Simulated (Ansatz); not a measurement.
Born–Oppenheimer molecular dynamics of ClH5MgOSi (9 atoms, charge 0, multiplicity 1). It starts at the highest image of a converged band, a first-order saddle point between two minima.

These are results of RKS r2SCAN/def2-SVP (Ansatz), not measurements.

| Item | Value |
| --- | --- |
| ensemble | NVE (velocity Verlet) |
| time step | 0.5 fs |
| steps asked | 200 |
| starting velocities drawn for | 100 K |
| seed | 4565 |

Frames 2.5 fs apart, positions in Å, forces in eV/Å.

Velocities at 15.0 fs (Å/ps):

```
Mg 2.41 -1.74 0.91
Si -1.20 -0.15 0.39
Cl -0.77 0.45 0.37
H 10.25 -1.39 -32.65
O -0.06 2.68 -0.07
H 0.05 -8.59 -4.07
H -10.15 -2.91 -5.56
H 11.26 -2.12 -1.27
H -7.96 2.90 -1.24
```

```xyz
9
Properties=species:S:1:pos:R:3:forces:R:3 time_fs=15.0 energy_less_start_eV=-0.016 T=118
Mg -0.637 -1.208 -0.760 -0.14 -0.31 0.55
Si 0.384 0.585 1.189 -0.21 -0.42 0.37
Cl -1.683 -3.142 -0.517 0.03 0.01 -0.09
H 0.117 0.578 -0.808 0.23 0.23 -0.29
O -0.053 0.220 -1.849 0.15 0.61 -0.30
H 1.188 -0.492 1.872 0.03 0.00 0.06
H 1.252 1.803 1.320 -0.05 0.04 -0.20
H -0.795 0.805 2.102 0.07 0.06 0.00
H 0.117 0.932 -2.482 -0.09 -0.22 -0.10
9
Properties=species:S:1:pos:R:3:forces:R:3 time_fs=17.5 energy_less_start_eV=-0.035 T=139
Mg -0.631 -1.213 -0.757 -0.15 -0.28 0.77
Si 0.381 0.584 1.190 -0.02 -0.99 0.14
Cl -1.684 -3.141 -0.516 0.01 -0.03 -0.13
H 0.149 0.584 -0.894 0.28 0.52 0.37
O -0.053 0.228 -1.850 0.06 0.30 -1.02
H 1.189 -0.511 1.864 -0.01 0.19 0.06
H 1.228 1.799 1.301 0.16 0.25 -0.16
H -0.768 0.802 2.101 -0.26 0.12 0.28
H 0.095 0.934 -2.490 -0.06 -0.07 -0.31
9
Properties=species:S:1:pos:R:3:forces:R:3 time_fs=20.0 energy_less_start_eV=-0.059 T=165
Mg -0.626 -1.218 -0.752 -0.09 -0.07 0.85
Si 0.378 0.581 1.192 0.02 -1.09 0.09
Cl -1.686 -3.140 -0.515 -0.01 -0.07 -0.14
H 0.199 0.620 -0.958 0.27 0.52 0.84
O -0.053 0.237 -1.855 0.02 0.23 -1.51
H 1.189 -0.520 1.859 0.01 0.28 0.08
H 1.212 1.809 1.271 0.19 0.21 -0.14
H -0.755 0.806 2.116 -0.30 0.12 0.30
H 0.068 0.930 -2.515 -0.10 -0.13 -0.38
9
Properties=species:S:1:pos:R:3:forces:R:3 time_fs=22.5 energy_less_start_eV=-0.125 T=237
Mg -0.621 -1.224 -0.745 0.01 0.27 0.74
Si 0.374 0.575 1.194 -0.13 -0.67 0.24
Cl -1.688 -3.139 -0.515 -0.03 -0.11 -0.14
H 0.261 0.683 -0.978 -0.20 -0.19 -0.02
O -0.052 0.247 -1.865 0.38 0.84 -0.69
H 1.190 -0.513 1.859 0.10 0.23 0.14
H 1.206 1.830 1.234 0.03 -0.07 -0.10
H -0.760 0.817 2.148 -0.02 0.06 0.03
H 0.035 0.918 -2.562 -0.15 -0.36 -0.19
9
Properties=species:S:1:pos:R:3:forces:R:3 time_fs=25.0 energy_less_start_eV=-0.141 T=256
Mg -0.615 -1.229 -0.737 0.11 0.55 0.62
Si 0.371 0.568 1.196 -0.31 -0.23 0.35
Cl -1.690 -3.138 -0.515 -0.04 -0.15 -0.14
H 0.312 0.737 -0.999 -0.61 -0.66 -0.72
O -0.050 0.260 -1.878 0.60 0.98 0.08
H 1.197 -0.493 1.867 0.21 0.13 0.21
H 1.202 1.847 1.190 -0.12 -0.32 -0.06
H -0.765 0.831 2.181 0.27 0.00 -0.26
H -0.006 0.886 -2.620 -0.10 -0.31 -0.08
9
Properties=species:S:1:pos:R:3:forces:R:3 time_fs=27.5 energy_less_start_eV=-0.211 T=334
Mg -0.610 -1.232 -0.726 0.15 0.68 0.62
Si 0.367 0.561 1.199 -0.37 -0.22 0.34
Cl -1.692 -3.137 -0.515 -0.06 -0.17 -0.17
H 0.329 0.755 -1.058 -0.42 -0.22 -0.54
O -0.046 0.276 -1.891 0.28 0.26 -0.15
H 1.216 -0.464 1.888 0.24 0.09 0.24
H 1.191 1.846 1.142 -0.15 -0.34 -0.07
H -0.755 0.847 2.200 0.31 -0.01 -0.30
H -0.053 0.836 -2.684 0.02 -0.07 0.03
9
Properties=species:S:1:pos:R:3:forces:R:3 time_fs=30.0 energy_less_start_eV=-0.250 T=376
Mg -0.604 -1.234 -0.714 0.19 0.74 0.68
Si 0.362 0.553 1.203 -0.19 -0.63 0.22
Cl -1.694 -3.137 -0.515 -0.07 -0.18 -0.20
H 0.325 0.765 -1.144 0.43 1.05 0.78
O -0.041 0.293 -1.905 -0.69 -1.16 -1.72
H 1.249 -0.429 1.923 0.14 0.16 0.16
H 1.172 1.826 1.090 -0.05 -0.11 -0.11
H -0.728 0.861 2.202 0.08 0.05 -0.10
H -0.098 0.781 -2.744 0.16 0.09 0.29
9
Properties=species:S:1:pos:R:3:forces:R:3 time_fs=32.5 energy_less_start_eV=-0.310 T=442
Mg -0.598 -1.234 -0.701 0.24 0.85 0.64
Si 0.356 0.544 1.207 0.15 -1.07 0.08
Cl -1.697 -3.137 -0.516 -0.06 -0.16 -0.22
H 0.340 0.829 -1.193 0.18 0.73 0.21
O -0.039 0.307 -1.924 -0.54 -1.21 -0.91
H 1.290 -0.384 1.967 -0.02 0.24 0.01
H 1.150 1.800 1.031 0.09 0.17 -0.16
H -0.697 0.879 2.198 -0.24 0.15 0.18
H -0.134 0.733 -2.789 0.21 0.29 0.17
9
Properties=species:S:1:pos:R:3:forces:R:3 time_fs=35.0 energy_less_start_eV=-0.346 T=482
Mg -0.591 -1.232 -0.685 0.27 0.93 0.57
Si 0.352 0.532 1.212 0.34 -1.13 0.10
Cl -1.699 -3.138 -0.517 -0.03 -0.11 -0.23
H 0.364 0.932 -1.234 -0.68 -0.72 -1.21
O -0.038 0.316 -1.947 0.31 0.00 0.86
H 1.330 -0.325 2.011 -0.13 0.26 -0.11
H 1.133 1.783 0.963 0.08 0.24 -0.19
H -0.679 0.905 2.205 -0.32 0.19 0.24
H -0.158 0.700 -2.825 0.16 0.35 -0.03
9
Properties=species:S:1:pos:R:3:forces:R:3 time_fs=37.5 energy_less_start_eV=-0.448 T=595
Mg -0.583 -1.228 -0.669 0.24 0.86 0.59
Si 0.347 0.519 1.217 0.25 -0.73 0.26
Cl -1.701 -3.138 -0.519 0.01 -0.04 -0.26
H 0.352 0.999 -1.337 -0.44 -0.58 -0.71
O -0.036 0.324 -1.967 0.12 0.11 0.17
H 1.363 -0.252 2.050 -0.13 0.17 -0.10
H 1.119 1.779 0.883 -0.11 0.01 -0.16
H -0.679 0.943 2.224 -0.07 0.11 -0.01
H -0.172 0.687 -2.860 0.13 0.09 0.22
9
Properties=species:S:1:pos:R:3:forces:R:3 time_fs=40.0 energy_less_start_eV=-0.478 T=629
Mg -0.575 -1.221 -0.651 0.18 0.72 0.62
Si 0.344 0.503 1.222 0.08 -0.13 0.33
Cl -1.704 -3.139 -0.521 0.06 0.05 -0.29
H 0.319 1.042 -1.475 0.63 1.15 1.11
O -0.034 0.333 -1.987 -0.78 -1.34 -1.40
H 1.388 -0.168 2.083 -0.04 0.03 -0.03
H 1.099 1.775 0.795 -0.31 -0.27 -0.06
H -0.683 0.986 2.242 0.20 -0.03 -0.30
H -0.179 0.679 -2.884 -0.02 -0.19 0.02
9
Properties=species:S:1:pos:R:3:forces:R:3 time_fs=42.5 energy_less_start_eV=-0.508 T=661
Mg -0.566 -1.213 -0.631 0.11 0.59 0.55
Si 0.340 0.488 1.228 0.01 0.24 0.27
Cl -1.706 -3.139 -0.523 0.12 0.16 -0.31
H 0.313 1.134 -1.562 -0.02 -0.42 0.44
O -0.035 0.338 -2.011 0.02 0.29 -0.15
H 1.411 -0.082 2.115 0.04 -0.07 0.01
H 1.060 1.756 0.703 -0.35 -0.36 0.02
H -0.676 1.028 2.244 0.26 -0.11 -0.41
H -0.187 0.660 -2.908 -0.19 -0.32 -0.44
```

Of the whole run (100 fs, mean temperature of the second half 498 K): The conserved energy stayed within 0.092 meV per atom of its start (net change -0.039 meV per atom), so the integration is sound. The kinetic energy rose, since the run started high on the potential surface and went downhill. A run of 0.1 ps of so small a system gives no equilibrium averages. The orbitals stay closed-shell, which can raise the energy where a bond breaks towards radicals; this wasn't checked here.

The run took 6.4 min on 2 threads of Intel(R) Xeon(R) Platinum 8488C (Sapphire Rapids), on a shared host, peak memory 0.18 GiB.
